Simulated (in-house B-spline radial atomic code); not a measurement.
Ionising the tellurium ion Te³⁺ with different functionals

Computed with a B-spline radial code for spherical atoms: scalar-relativistic (spin-free X2C) Hamiltonian, Fermi nucleus of rms radius 4.7423 fm, spin-polarised at highest spin, spherical fractional occupations for the functionals, and exact exchange of hybrids averaged over the configuration. The ionisation energy is the difference of two self-consistent energies, [Kr] 4d10 5s2 5p1 → [Kr] 4d10 5s2, without Breit or QED terms; ε is the level of the shell that loses the electron (its least bound occupied spin orbital). There is no spin-orbit coupling in this Hamiltonian.

```csv
method,rung,ΔSCF (eV),-ε(5p) (eV)
PBE0,global hybrid,36.78,33.36
B3LYP,global hybrid,36.97,33.18
TPSSh,global hybrid,36.63,32.57
BHandHLYP,global hybrid,36.83,34.50
r2SCAN0,global hybrid,?,?
B97-1,global hybrid,36.62,32.97
HSE06,range-separated hybrid,?,?
wB97X,range-separated hybrid,36.76,35.68
CAM-B3LYP,range-separated hybrid,37.05,34.89
LC-wPBE,range-separated hybrid,36.95,36.32
```

**Question.** What does r2SCAN0 give?

**Answer.** ΔSCF 36.76 eV, and -ε(5p) = 33.49 eV.

**Question.** What does HSE06 give?

**Answer.** ΔSCF 36.83 eV, and -ε(5p) = 32.95 eV.

**Question.** Among the functionals, which spreads more, the ΔSCF values or the orbital energies?

**Answer.** The orbital energies: ΔSCF values span about 0.42 eV and the orbital energies 3.76 eV; here energy differences depend much less on the functional than eigenvalues do.

**Question.** How do they compare with the NIST value?

**Answer.** NIST lists 37.416 eV ± 0.0012 (measured, ground level to ground level). Errors run from -0.79 to -0.37 eV; CAM-B3LYP is closest (-0.37 eV), but part of that can be cancellation, since the calculations leave out spin-orbit coupling, Breit-QED terms, multiplet and fine-structure energies.
